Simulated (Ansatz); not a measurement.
Molecule: AlOCl, net charge 0, singlet state. SMILES: [O]=[Al][Cl]
Coordinates optimised at B3LYP-D3(BJ)/def2-TZVP (Ansatz, an electronic-structure program):
```xyz
3

Al     0.0000     0.0000    -0.5886
O      0.0000     0.0000    -2.1853
Cl     0.0000     0.0000     1.4785
```
Charge 0, spin multiplicity 1.

B3LYP/6-31G* beside other levels, property by property. Conventions: frozen cores in correlated levels; each state is the SCF solution reached for its charge and spin; atomisation electronic, to ground-state atoms; UHF or UKS for open shells; dispersion terms only where a functional's name holds one; non-relativistic; 6-31G* and kin with 6d, 5d where marked; spin-orbit terms left out. Basis-set limits of correlation are two-point, X^-3; Hartree-Fock from the larger set. The bracket is a focal-point correction in the basis named. Ab initio and DFT rows: single points at B3LYP-D3(BJ) geometries (Ansatz), with unscaled harmonic terms from B3LYP/6-31G* (Ansatz) at its own minima, enthalpies of formation by atomisation with measured atoms. A UHF reference is markedly spin-contaminated in at least one set, which strains HF and MP2.

Coupled cluster (Ansatz) is a level with limits of its own, used here on species with T1 under 0.025 (0.045 for open shells) and stable references: (a) RI-MP2/CBS(aug-cc-pV(T+d)Z,aug-cc-pV(Q+d)Z)+[CCSD(T)-MP2]/aug-cc-pV(T+d)Z; (b) CCSD(T)/CBS(cc-pV(T+d)Z,cc-pV(Q+d)Z).

| property | B3LYP/6-31G* (Ansatz) | HF/6-31G* (Ansatz) | PBE/6-31G* (Ansatz) | PBE/def2-TZVPD (Ansatz) | to compare with |
|---|---|---|---|---|---|
| vertical electron affinity to the doublet (eV) | 0.74 | 0.14 | 0.74 | 1.08 | 0.97 coupled cluster (a) |
| enthalpy of formation at 298 K (kcal/mol) | -39.0 | 49.5 | -55.4 | -63.4 | -58.8 coupled cluster (b) |
| atomisation energy (kcal/mol) | 207.4 | 118.9 | 223.7 | 231.8 | 227.2 coupled cluster (b) |
| vertical ionisation energy to the doublet (eV) | 10.19 | 8.05 | 10.38 | 10.40 | 10.37 coupled cluster (a) |

As the rows show:
- vertical electron affinity to the doublet: B3LYP/6-31G* lies 0.23 eV below coupled cluster.
- enthalpy of formation at 298 K: B3LYP/6-31G* lies 19.8 kcal/mol above coupled cluster.
- atomisation energy: B3LYP/6-31G* lies 19.8 kcal/mol below coupled cluster.
- vertical ionisation energy to the doublet: B3LYP/6-31G* lies 0.18 eV below coupled cluster.

The properties are those with a value to compare with, at most eight drawn at random. No case is left out for the size of its miss. Left out are saddle points of the reference geometry, anions that the best level run finds unbound, excited spin states, species near biochemistry, 298 K rows of species without real B3LYP wavenumbers, cases with under five habitual levels, runs that failed or that the program found above a lower state of the same kind, table entries that another table contradicts, and a share of species set aside by lot.
